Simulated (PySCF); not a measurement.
Species: TeOF2.
Bonds: Te1–O2, Te1–F3, Te1–F4.

Level of theory: PySCF, PBE0-D3(BJ)/def2-SVP geometry optimisation, gas phase, def2 core potentials past Kr.

(1) How far are the bound atoms from Te1?

(2) List the angles at Te1.

(3) What is the shape at Te1?

(4) What are the rotational constants (commonest isotopes, rigid rotor)?

Answers

(1) 3 atoms: O2 1.785 Å, F4 1.924 Å, F3 1.925 Å.

(2) 
```json
{"angle": "O2–Te1–F3", "degrees": "103.6", "distance of the outer atoms (Å)": "2.92"}
{"angle": "O2–Te1–F4", "degrees": "103.6", "distance of the outer atoms (Å)": "2.92"}
{"angle": "F3–Te1–F4", "degrees": "91.5", "distance of the outer atoms (Å)": "2.76"}
```

(3) Pyramidal: angles 103.6°, 103.6° and 91.5°, sum 298.7°, 0.88 Å off the plane of its three neighbours.

(4) A = 5045, B = 4758, C = 3357 MHz: an asymmetric top.

Point group: Cs (tolerance 0.08 Å). Charge 0, singlet. Whether it is a minimum is left open (no frequencies).
